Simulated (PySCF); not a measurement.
**N²⁺ (nitrogen, charge +2) across methods**

[He] 2s2 2p1, 2P determinant. Computed with PySCF 2.14 in def2-QZVPPD (8s4p4d2f1g, 63 functions), with the non-relativistic Hamiltonian (point nucleus).

```json
{"method": "TPSS", "E (hartree)": "-52.9799", "mean ε 2s α (eV)": "-50.235", "mean ε 2s β (eV)": "-48.024", "mean ε 2p α (eV)": "-39.456", "Σ⟨r²⟩ (bohr²)": "4.942", "⟨S²⟩": "0.752"}
{"method": "wB97X", "E (hartree)": "-52.9655", "mean ε 2s α (eV)": "-54.698", "mean ε 2s β (eV)": "-52.393", "mean ε 2p α (eV)": "-43.778", "Σ⟨r²⟩ (bohr²)": "4.944", "⟨S²⟩": "0.752"}
{"method": "PBE", "E (hartree)": "-52.8952", "mean ε 2s α (eV)": "-49.714", "mean ε 2s β (eV)": "-47.784", "mean ε 2p α (eV)": "-38.836", "Σ⟨r²⟩ (bohr²)": "4.967", "⟨S²⟩": "0.751"}
{"method": "MN15", "E (hartree)": "-52.9473", "mean ε 2s α (eV)": "-52.736", "mean ε 2s β (eV)": "-50.663", "mean ε 2p α (eV)": "-41.837", "Σ⟨r²⟩ (bohr²)": "4.952", "⟨S²⟩": "0.751"}
{"method": "B97-3", "E (hartree)": "-52.9578", "mean ε 2s α (eV)": "-52.369", "mean ε 2s β (eV)": "-49.942", "mean ε 2p α (eV)": "-41.407", "Σ⟨r²⟩ (bohr²)": "4.934", "⟨S²⟩": "0.752"}
{"method": "PBE0", "E (hartree)": "-52.9068", "mean ε 2s α (eV)": "-52.185", "mean ε 2s β (eV)": "-49.705", "mean ε 2p α (eV)": "-41.264", "Σ⟨r²⟩ (bohr²)": "4.958", "⟨S²⟩": "0.752"}
{"method": "LDA", "E (hartree)": "-52.4802", "mean ε 2s α (eV)": "-49.571", "mean ε 2s β (eV)": "-47.587", "mean ε 2p α (eV)": "-38.584", "Σ⟨r²⟩ (bohr²)": "5.001", "⟨S²⟩": "0.751"}
{"method": "UHF", "E (hartree)": "-52.82035", "mean ε 2s α (eV)": "-58.750", "mean ε 2s β (eV)": "-54.136", "mean ε 2p α (eV)": "-48.040", "Σ⟨r²⟩ (bohr²)": "4.969", "⟨S²⟩": "0.754"}
```

Question: Estimate the same row for r2SCAN.

Answer: E (hartree) = -52.9319; mean ε 2s α (eV) = -50.375; mean ε 2s β (eV) = -48.043; mean ε 2p α (eV) = -39.792; Σ⟨r²⟩ (bohr²) = 4.956; ⟨S²⟩ = 0.753.
